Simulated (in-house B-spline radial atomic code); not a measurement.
# Ionising Zr II (Zr+) with different functionals

Computed with an all-electron radial atomic-structure program (B-spline basis): scalar-relativistic (spin-free X2C) Hamiltonian, Fermi nucleus of rms radius 4.2694 fm, spin-polarised at highest spin, spherical fractional occupations for the functionals, and exact exchange of hybrids averaged over the configuration. The ionisation energy is the difference of two self-consistent energies, [Kr] 4d2 5s1 → [Kr] 4d2, without Breit or QED terms; ε is the level of the shell that loses the electron (its least bound occupied spin orbital). There is no spin-orbit coupling in this Hamiltonian.

| method | rung | ΔSCF (eV) | -ε(5s) (eV) |
| --- | --- | --- | --- |
| PBE0 | global hybrid | 13.23 | 11.12 |
| B3LYP | global hybrid | 13.36 | 11.00 |
| TPSSh | global hybrid | 13.13 | 10.67 |
| BHandHLYP | global hybrid | 12.95 | 11.53 |
| r2SCAN0 | global hybrid | 13.21 | 11.32 |
| B97-1 | global hybrid | 12.92 | 10.75 |
| HSE06 | range-separated hybrid | 13.28 | 10.76 |
| wB97X | range-separated hybrid | 12.62 | 12.49 |
| CAM-B3LYP | range-separated hybrid | 13.19 | 12.06 |
| LC-wPBE | range-separated hybrid | 12.92 | 12.99 |

Task: Among the functionals, which spreads more, the ΔSCF values or the orbital energies?

Result: The orbital energies: ΔSCF values span about 0.74 eV and the orbital energies 2.32 eV.

Task: How do they compare with the NIST value?

Result: NIST lists 13.130 eV (measured, ground level to ground level). Errors run from -0.51 to +0.23 eV; TPSSh is closest (-0.00 eV), but part of that can be cancellation, since the calculations leave out spin-orbit coupling, Breit-QED terms, multiplet and fine-structure energies.
